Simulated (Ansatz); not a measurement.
Ansatz (a first-principles code) input (B3LYP-D3(BJ)/def2-TZVP):

Ansatz 0.2 input:
```yaml
crystal:
  periodic: [false, false, false]
  atoms:
    - {symbol: C, position_ang: [-2.49547029, -0.67590405, -0.65207815]}
    - {symbol: C, position_ang: [-1.14138482, 0.02688147, -0.63409890]}
    - {symbol: C, position_ang: [-1.19179164, 1.26724848, 0.25300909]}
    - {symbol: C, position_ang: [-0.04358317, -0.93696381, -0.14014928]}
    - {symbol: C, position_ang: [1.31052064, -0.34142241, -0.24285149]}
    - {symbol: C, position_ang: [2.14578935, -0.12275107, 0.83165457]}
    - {symbol: C, position_ang: [3.38985752, 0.44190842, 0.74573709]}
    - {symbol: H, position_ang: [-2.47544857, -1.53923645, -1.31371486]}
    - {symbol: H, position_ang: [-3.27086422, 0.00337206, -0.99941338]}
    - {symbol: H, position_ang: [-2.76065553, -1.01497839, 0.34732393]}
    - {symbol: H, position_ang: [-0.89157857, 0.33574356, -1.65528328]}
    - {symbol: H, position_ang: [-1.45674068, 0.99324365, 1.27225780]}
    - {symbol: H, position_ang: [-0.22241516, 1.76030521, 0.27180327]}
    - {symbol: H, position_ang: [-1.93339611, 1.97198727, -0.11655370]}
    - {symbol: H, position_ang: [-0.25365009, -1.22150010, 0.89310937]}
    - {symbol: H, position_ang: [-0.08950623, -1.84138876, -0.75800645]}
    - {symbol: H, position_ang: [1.63937679, -0.04696806, -1.23035963]}
    - {symbol: H, position_ang: [1.78952694, -0.42262521, 1.81070074]}
    - {symbol: H, position_ang: [3.79130895, 0.75831445, -0.20111748]}
    - {symbol: H, position_ang: [4.00358002, 0.58840100, 1.61509659]}
basis:
  gaussian:
    orbitals: def2-TZVP
hamiltonian:
  xc: b3lyp
  dispersion: d3bj
magnetization: {spin_polarized: true, initial_magnetization: 1}
relax: {f_tol: 0.002, max_steps: 150}
```

End of the output:

```
mean field -7473.02950130 eV, -274.6287687714 hartree, gradient 2.4e-5 eV, S^2 0.776261; 0 other end points of the search recorded, 0 dependent functions left out
the calculation of the forces begins
reference -7473.02985422 eV, -274.6287817409 hartree; 28, 27 occupied and 267, 268 virtual orbitals, 1832 factors
relax step   8: F+E_penalty+E_count = -7473.78504781 eV  Δ(F+E_penalty+E_count) = -4.772e-6 eV  max|allowed force component| = 2.404e-3 eV/Å  Δτ_max = 0.0038 Å  (36 SCF iters, accepted)
these checks for a lower state are left out or cut short: starts, cluster_reference, orbital_swaps, neighbouring_geometries, increment
integrals: 0.28 GiB planned
1832 factors; their error is unknown
0.40 GiB of the device are held for the grids
1.98 GiB of device memory are held for the factors and their scratch space
mean field: 2.43 GiB planned
mean field -7473.02949398 eV, -274.6287685025 hartree, gradient 2.4e-5 eV, S^2 0.776254; 0 other end points of the search recorded, 0 dependent functions left out
the calculation of the forces begins
reference -7473.02984693 eV, -274.6287814732 hartree; 28, 27 occupied and 267, 268 virtual orbitals, 1832 factors
relax step   9: F+E_penalty+E_count = -7473.78504926 eV  Δ(F+E_penalty+E_count) = -1.445e-6 eV  max|allowed force component| = 1.556e-3 eV/Å  Δτ_max = 0.0018 Å  (36 SCF iters, accepted)
integrals: 0.28 GiB planned
1832 factors; their error is unknown
0.40 GiB of the device are held for the grids
1.98 GiB of device memory are held for the factors and their scratch space
mean field: 2.43 GiB planned
mean field evaluation 96: about -7473.0295 eV, gradient 6.4e-2 eV
mean field -7473.02949398 eV, -274.6287685025 hartree, gradient 2.4e-5 eV, S^2 0.776254; 1 other end points of the search recorded, 0 dependent functions left out
the calculation of the forces begins
reference -7473.02984693 eV, -274.6287814732 hartree; 28, 27 occupied and 267, 268 virtual orbitals, 1832 factors
Total energy: -7473.78540221 eV, -274.6565476175 hartree
Atom 0 at    -2.501417    -0.686234    -0.659300 Å, force     0.000188     0.000397     0.000143 eV/Å
Atom 1 at    -1.156671     0.037601    -0.622006 Å, force    -0.000500     0.000046    -0.000595 eV/Å
Atom 2 at    -1.226248     1.285976     0.255639 Å, force    -0.000139    -0.000393    -0.000025 eV/Å
Atom 3 at    -0.040739    -0.919547    -0.150059 Å, force    -0.000228     0.000157    -0.000132 eV/Å
Atom 4 at     1.329762    -0.346352    -0.248130 Å, force    -0.000893     0.001556    -0.000553 eV/Å
Atom 5 at     2.169790    -0.121334     0.825660 Å, force     0.000498    -0.001375     0.000545 eV/Å
Atom 6 at     3.434867     0.422041     0.750248 Å, force     0.000912     0.001194     0.000029 eV/Å
Atom 7 at    -2.466266    -1.559512    -1.314110 Å, force     0.000124     0.000102     0.000004 eV/Å
Atom 8 at    -3.293952    -0.026926    -1.018909 Å, force    -0.000065    -0.000090     0.000073 eV/Å
Atom 9 at    -2.783376    -1.029260     0.340126 Å, force    -0.000146     0.000012    -0.000040 eV/Å
Atom 10 at    -0.909348     0.351081    -1.643027 Å, force     0.000144    -0.000119     0.000112 eV/Å
Atom 11 at    -1.472608     1.016428     1.286860 Å, force    -0.000027     0.000047     0.000106 eV/Å
Atom 12 at    -0.274106     1.817704     0.270341 Å, force    -0.000055    -0.000056    -0.000043 eV/Å
Atom 13 at    -1.995463     1.973712    -0.101217 Å, force    -0.000023    -0.000089     0.000042 eV/Å
Atom 14 at    -0.246010    -1.221320     0.882316 Å, force     0.000040    -0.000135     0.000323 eV/Å
Atom 15 at    -0.100405    -1.829725    -0.760342 Å, force     0.000052     0.000214     0.000053 eV/Å
Atom 16 at     1.678633    -0.070386    -1.240303 Å, force     0.000160    -0.000605    -0.000115 eV/Å
Atom 17 at     1.797429    -0.396895     1.809846 Å, force     0.000188    -0.000671     0.000059 eV/Å
Atom 18 at     3.861136     0.716465    -0.200700 Å, force     0.000253    -0.000903    -0.000178 eV/Å
Atom 19 at     4.038469     0.570149     1.634133 Å, force    -0.000484     0.000710     0.000194 eV/Å
Dipole moment:    -0.100138    -0.015441    -0.048814 e Å
```

It need not be the lowest isomer of its formula.
